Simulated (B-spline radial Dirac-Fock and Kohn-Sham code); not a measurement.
# Satellites and hypersatellites of the K lines of Gd²⁸⁺

System: the Gd²⁸⁺ ion, [Ar] 3d10 4s2 4p6.

Input file task.json (cfg lists n, l and occupation; rrms is the nuclear radius in fm):

```json
{"items": [{
  "Z": 64,
  "q": 28,
  "cfg": [[1, 0, 2], [2, 0, 2], [2, 1, 6], [3, 0, 2], [3, 1, 6], [3, 2, 10], [4, 0, 2], [4, 1, 6]],
  "A": 158,
  "rrms": 5.1569,
  "do": ["binding", "quiet", "double"]
}]}
```

Launch: `python xray_run.py task.json out`

Level of theory: Dirac-Fock ΔSCF + Breit + QED; a radial finite-basis atomic code. Each two-hole energy is an average over J within one jj subconfiguration, not an observable level; in light atoms, where LS coupling holds, the j-resolved values are not observed lines, and for a K spectator the Kα1 hypersatellite is nearly forbidden. Correlation and solid-state effects are left out.

Lines without a spectator: Kα2 (K-L2) 42306.2 eV, Kα1 (K-L3) 42994.7 eV, Kβ3 (K-M2) 48584.2 eV, Kβ1 (K-M3) 48731.5 eV. Shifts in eV with one spectator hole (a dash: not computed, or left out as unreliable):

```
spectator hole     Kα2     Kα1      Kβ3      Kβ1
        K (1s)  +796.4  +840.1  +1028.2  +1038.5
    L2 (2p1/2)   +96.4  +125.8        –   +254.0
    L3 (2p3/2)   +82.1   +86.4   +206.9        –
    M2 (3p1/2)       –  +18.78    +41.3    +48.9
    M3 (3p3/2)  +11.89       –    +38.6    +38.8
    M4 (3d3/2)   +3.91   +0.55        –        –
    M5 (3d5/2)   -0.77   +2.51        –        –
```
